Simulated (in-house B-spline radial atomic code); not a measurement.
Sb³⁺. Computed with a B-spline radial atomic code. Model: all-electron spherical atom, spin shells full or empty, radial basis limit, no spin-orbit coupling, Breit or QED, empty-state partial waves extrapolated as (l+1/2)^-4, RPA, G0W0 and static COHSEX of the highest shell as one setting changes (uncorrelated shells keep exact exchange).

Empty levels are discrete states of a finite basis, so the steps are uneven.

Given: element Sb; charge 3; filled core Kr; hamiltonian one-electron scalar X2C; mean-field start PBE0; highest l of empty states 9; nuclear rms radius 4.6802 fm; lowest nl shells left uncorrelated 6; highest mean-field shell 5s; box radius 14.14 bohr.

Shell: 4d 5 5, 5s 1 1 (electrons up and down).

```tsv
highest empty level kept (hartree)	RPA correlation energy (hartree)	G0W0 level (eV)	G0W0 minus most complete (meV)	COHSEX level (eV)	linearised minus solved G0W0 (meV)
5.33	-0.72049	-43.744	303.4	-45.212	8.1
10.67	-0.90597	-43.883	163.5	-45.535	8.6
18.67	-1.0683	-43.957	89.5	-45.721	8.9
32	?	?	?	?	?
53.33	-1.2436	-44.028	18.5	-45.929	9.1
96	?	?	?	?	?
160	-1.2913	-44.044	3	-45.975	9.2
320	-1.2958	-44.046	0.8	-45.983	9.2
640	-1.2969	-44.047	0.2	-45.986	9.2
1333.3	-1.2973	-44.047	0.1	-45.986	9.2
3200	-1.2974	-44.047	0	-45.987	9.2
10667	-1.2974	-44.047	0	-45.987	9.2
```

Task: What follows for highest empty level kept = 32?

Result: RPA correlation energy -1.1847 hartree; G0W0 level -44.008 eV; G0W0 minus most complete 39.3 meV; COHSEX level -45.86 eV; linearised minus solved G0W0 9 meV.

Task: What follows for highest empty level kept = 96?

Result: RPA correlation energy -1.2799 hartree; G0W0 level -44.04 eV; G0W0 minus most complete 7.4 meV; COHSEX level -45.963 eV; linearised minus solved G0W0 9.2 meV.
